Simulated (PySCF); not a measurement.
Electron correlation in Ge⁺ (germanium, charge +1)

[Ar] 3d10 4s2 4p1, 2P determinant. Computed with PySCF 2.14 in cc-pVTZ-DK, with the spin-free X2C one-electron Hamiltonian (Gaussian nucleus). Frozen: [Ar] 3d10; 3 electrons correlated.

MP2 pair energies summed by pair of shells (mhartree):

| pair | energy | share (%) |
| --- | --- | --- |
| 4s-4s | -20.92 | 56.4 |
| 4s-4p | -16.19 | 43.6 |

Total MP2 correlation energy: -37.11 mhartree.

Same-spin part -2.54 and opposite-spin part -34.56 mhartree; SCS-MP2 scales them by 1/3 and 6/5 to -42.32 mhartree.

```tsv
level	correlation energy (mhartree)
CCSD	-50.72
(T)	-0.77
CCSD(T)	-51.49
```

Diagnostics: T1 = 0.010, D1 = 0.0236, largest double amplitude 0.093.

Q: Is a single reference adequate?

A: Mostly. T1 lies below 0.03, but a double amplitude of this size points to a near-degeneracy that CCSD handles and MP2 describes poorly.
